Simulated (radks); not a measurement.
Problem. Radial electron density D(r) = 4 pi r^2 rho(r) of an atom or ion with 45 electrons. All-electron calculation, Dirac Kohn-Sham, LB94 model potential, spin-unpolarised, spherical densities, finite nucleus; Fermi nuclear charge, rms radius of each element as measured or else 0.836 A^(1/3) + 0.57 fm. Program: a radial shooting solver on a logarithmic mesh with Libxc functionals.

r (bohr)  D(r) (e/bohr)
0.003556          24.39
0.004042          28.90
0.00463           34.32
0.005305          40.34
0.006029          46.46
0.006908          53.28
0.007914          60.20
0.008995          66.49
0.01031           72.55
0.01171           77.27
0.01342           80.82
0.01537           82.56
0.01747           82.42
0.02002           80.61
0.02275           77.86
0.02607           74.81
0.02986           72.88
0.03394           73.26
0.03889           76.80
0.04455           83.55
0.05063           91.76
0.05801           100.3
0.06593           105.6
0.07554           106.1
0.08654           101.0
0.09836           92.69
0.1127            84.00
0.1291            79.67
0.1467            81.42
0.1681            87.49
0.1911            92.19
0.2189            90.24
0.2508            78.62
0.285             61.73
0.3266            44.53
0.3712            34.98
0.4252            33.40
0.4872            36.47
0.5537            37.93
0.6344            34.33
0.7268            25.97
0.826             16.77
0.9464            8.643
1.076             3.793
1.232             1.252
1.412            0.3162
1.605           0.06579
1.838          0.008914
2.106         0.0008190

What is the nuclear charge?

Solution. Z = 61. The innermost maximum, from 1s, lies near gamma/Z bohr with gamma = sqrt(1 - (Z/c)^2) = 0.895, here 0.0147 bohr (found: 0.0163), and its height grows with Z. The density is that of the promethium ion Pm16+ in [Kr] 4d9; the configuration itself is not fixed sharply by these data, and Z only to a few units. D(r) has 4 maxima, at r = 0.0163, 0.0714, 0.199, 0.545 bohr, and minima at 0.0313, 0.132, 0.409 bohr, inside which lie 2.02, 11.25, 29.15 electrons.
